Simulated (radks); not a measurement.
Values are calculated unless marked as measured or tabulated.
Neutral chlorine inside a hard spherical wall (all orbitals vanish at R), configuration held at [Ne] 3s2 3p5 and not refilled when levels cross. Level of theory: non-relativistic Kohn-Sham, LDA (Slater exchange, VWN5 correlation), spin-polarised, spherical densities, point nucleus; open shells are filled with parallel spins first (a radial shooting solver on a logarithmic mesh with Libxc functionals). Eigenvalues in eV for spin up, with the zero of energy where the potential of the charges vanishes at infinity; a dash marks a level that is unbound or too diffuse for the functional's potential to be trusted. A positive occupied level is held by the wall or, in an anion where self-interaction has pushed it up, behind a barrier. The pressure on the wall is -dE/dV.

R (bohr)  E (hartree)  kinetic (hartree)    e(2s)    e(2p)    e(3s)   e(3p)  e(4s, empty)  e(4p, empty)  pressure (GPa)
free       -458.67146            457.767  -250.08  -191.65  -20.938  -9.083        -0.326             -               0
15         -458.67146            457.767  -250.08  -191.65  -20.938  -9.083        -0.265         0.782        < 0.0001
12         -458.67146            457.767  -250.08  -191.65  -20.938  -9.083        -0.136         1.201        < 0.0001
10         -458.67145            457.767  -250.08  -191.65  -20.937  -9.082         0.117         1.802        0.000341
8          -458.67124            457.769  -250.06  -191.63  -20.921  -9.066         0.851         3.182          0.0134
5          -458.64239            457.975  -248.90  -190.46  -20.093  -8.202         7.648        12.717            4.49
4          -458.51499            458.682  -245.94  -187.46  -18.081  -5.962        18.262        25.364            39.5
3.5        -458.29507            459.729  -242.34  -183.81  -15.611  -3.132        29.828        38.220             129
3          -457.73353            462.060  -235.64  -177.00  -10.701   2.518        51.143        60.846             456
2          -451.77511            480.733  -200.09  -140.44   25.765  42.616        185.46        193.69            8760
